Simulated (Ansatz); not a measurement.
Ansatz (a first-principles code) input (B3LYP-D3(BJ)/def2-TZVP):

Ansatz 0.2 input:
```yaml
crystal:
  periodic: [false, false, false]
  atoms:
    - {symbol: Hf, position_ang: [0.00000000, -0.00000000, 0.00000000]}
    - {symbol: F, position_ang: [1.89646118, -0.21731765, -0.11965424]}
    - {symbol: F, position_ang: [-0.91429806, -0.45298493, 1.61770603]}
    - {symbol: F, position_ang: [-0.98216312, 0.67030258, -1.49805179]}
basis:
  gaussian:
    orbitals: def2-TZVP
hamiltonian:
  xc: b3lyp
  dispersion: d3bj
magnetization: {spin_polarized: true, initial_magnetization: 1}
phonons: {temperatures: {t_min: 298.15, t_max: 298.15, t_step: 100}}
```

Output:

```
Functional definition: B3LYP
integrals: 0.04 GiB planned
841 factors; their error is unknown
mean field: 0.55 GiB planned
mean field evaluation 1: about -9460.1991 eV, gradient 5.0e1 eV
mean field evaluation 2: about -9414.0274 eV, gradient 1.3e2 eV
mean field evaluation 4: about -9467.5547 eV, gradient 2.6e0 eV
mean field evaluation 8: about -9467.6196 eV, gradient 1.4e-2 eV
mean field evaluation 16: about -9467.6196 eV, gradient 2.7e-5 eV
mean field -9467.61964867 eV, -347.9286047054 hartree, gradient 2.7e-5 eV, S^2 0.750888; 0 other end points of the search recorded, 0 dependent functions left out
the calculation of the forces begins
reference -9467.61990751 eV, -347.9286142179 hartree; 20, 19 occupied and 113, 114 virtual orbitals, 841 factors
these checks for a lower state are left out or cut short: stability, starts, cluster_reference, orbital_swaps, neighbouring_geometries, increment
integrals: 0.04 GiB planned
841 factors; their error is unknown
mean field: 0.55 GiB planned
mean field -9467.61956248 eV, -347.9286015381 hartree, gradient 1.7e-6 eV, S^2 0.750888; 0 other end points of the search recorded, 0 dependent functions left out
the calculation of the forces begins
reference -9467.61982132 eV, -347.9286110503 hartree; 20, 19 occupied and 113, 114 virtual orbitals, 841 factors
these checks for a lower state are left out or cut short: stability, starts, cluster_reference, orbital_swaps, neighbouring_geometries, increment
integrals: 0.04 GiB planned
841 factors; their error is unknown
mean field: 0.55 GiB planned
mean field -9467.61956143 eV, -347.9286014996 hartree, gradient 1.6e-6 eV, S^2 0.750888; 0 other end points of the search recorded, 0 dependent functions left out
the calculation of the forces begins
reference -9467.61982029 eV, -347.9286110123 hartree; 20, 19 occupied and 113, 114 virtual orbitals, 841 factors
these checks for a lower state are left out or cut short: stability, starts, cluster_reference, orbital_swaps, neighbouring_geometries, increment
integrals: 0.04 GiB planned
841 factors; their error is unknown
mean field: 0.55 GiB planned
mean field evaluation 32: about -9467.5840 eV, gradient 3.5e-4 eV
mean field -9467.61963050 eV, -347.9286040379 hartree, gradient 1.7e-6 eV, S^2 0.750888; 0 other end points of the search recorded, 0 dependent functions left out
the calculation of the forces begins
reference -9467.61988933 eV, -347.9286135495 hartree; 20, 19 occupied and 113, 114 virtual orbitals, 841 factors
these checks for a lower state are left out or cut short: stability, starts, cluster_reference, orbital_swaps, neighbouring_geometries, increment
integrals: 0.04 GiB planned
841 factors; their error is unknown
mean field: 0.55 GiB planned
mean field -9467.61961134 eV, -347.9286033337 hartree, gradient 1.7e-6 eV, S^2 0.750887; 0 other end points of the search recorded, 0 dependent functions left out
the calculation of the forces begins
reference -9467.61987021 eV, -347.9286128470 hartree; 20, 19 occupied and 113, 114 virtual orbitals, 841 factors
these checks for a lower state are left out or cut short: stability, starts, cluster_reference, orbital_swaps, neighbouring_geometries, increment
integrals: 0.04 GiB planned
841 factors; their error is unknown
mean field: 0.55 GiB planned
mean field -9467.61957231 eV, -347.9286018993 hartree, gradient 1.6e-6 eV, S^2 0.750887; 0 other end points of the search recorded, 0 dependent functions left out
the calculation of the forces begins
reference -9467.61983120 eV, -347.9286114132 hartree; 20, 19 occupied and 113, 114 virtual orbitals, 841 factors
these checks for a lower state are left out or cut short: stability, starts, cluster_reference, orbital_swaps, neighbouring_geometries, increment
integrals: 0.04 GiB planned
841 factors; their error is unknown
mean field: 0.55 GiB planned
mean field -9467.61960071 eV, -347.9286029430 hartree, gradient 1.7e-6 eV, S^2 0.750888; 0 other end points of the search recorded, 0 dependent functions left out
the calculation of the forces begins
reference -9467.61985952 eV, -347.9286124539 hartree; 20, 19 occupied and 113, 114 virtual orbitals, 841 factors
these checks for a lower state are left out or cut short: stability, starts, cluster_reference, orbital_swaps, neighbouring_geometries, increment
integrals: 0.04 GiB planned
841 factors; their error is unknown
mean field: 0.55 GiB planned
mean field evaluation 64: about -9467.6196 eV, gradient 5.4e-5 eV
mean field -9467.61963225 eV, -347.9286041021 hartree, gradient 1.7e-6 eV, S^2 0.750887; 0 other end points of the search recorded, 0 dependent functions left out
the calculation of the forces begins
reference -9467.61989111 eV, -347.9286136152 hartree; 20, 19 occupied and 113, 114 virtual orbitals, 841 factors
these checks for a lower state are left out or cut short: stability, starts, cluster_reference, orbital_swaps, neighbouring_geometries, increment
integrals: 0.04 GiB planned
841 factors; their error is unknown
mean field: 0.55 GiB planned
mean field -9467.61964401 eV, -347.9286045345 hartree, gradient 1.7e-6 eV, S^2 0.750888; 0 other end points of the search recorded, 0 dependent functions left out
the calculation of the forces begins
reference -9467.61990284 eV, -347.9286140462 hartree; 20, 19 occupied and 113, 114 virtual orbitals, 841 factors
Total energy: -9467.70143858 eV, -347.9316104292 hartree
Atom 0 at     0.000000     0.000000     0.000000 Å, force     0.000283    -0.000032    -0.000018 eV/Å
Atom 1 at     1.896461    -0.217318    -0.119654 Å, force     0.000082    -0.000009    -0.000005 eV/Å
Atom 2 at    -0.914298    -0.452985     1.617706 Å, force    -0.000185     0.000066    -0.000114 eV/Å
Atom 3 at    -0.982163     0.670303    -1.498052 Å, force    -0.000180    -0.000024     0.000137 eV/Å
Dipole moment:    -0.000001     0.000000     0.000000 e Å
Vibrations: 67.87 146.13 146.19 636.32 636.37 642.95 cm⁻¹, zero-point energy 0.141084 eV
```

The spin state was set by rule; other spins were not relaxed.
